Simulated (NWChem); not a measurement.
# C4H3F; SMILES C=C(F)C#C

```xyz
8

C      0.0464     2.1828     0.0000
C     -0.0177     0.9754     0.0000
C     -0.0663    -0.4482     0.0000
C     -1.1697    -1.1991     0.0000
F      1.1556    -1.0333     0.0000
H      0.0909     3.2483     0.0000
H     -2.1469    -0.7330     0.0000
H     -1.1007    -2.2808     0.0000
```
Atoms are numbered in this order, from 1.

The geometry was optimised at B3LYP/6-31G* (spherical d).

Symmetry labels are those of Cs in the frame above (b1 and b2, or b-type labels, depend on it).

Question: List the 4 lowest vertical singlet excitations from PBE0/def2-SVPD, TDA (NWChem).

Answer: 
| state | energy (eV) | oscillator strength | symmetry | leading excitation (squared amplitude) |
|---|---|---|---|---|
| S1 | 5.67 | 0.000 | a" | HOMO−1 → LUMO (0.68) |
| S2 | 5.82 | 0.000 | a" | HOMO → LUMO+1 (0.67) |
| S3 | 5.95 | 0.263 | a' | HOMO → LUMO (0.66) |
| S4 | 7.09 | 0.001 | a" | HOMO → LUMO+2 (0.97) |
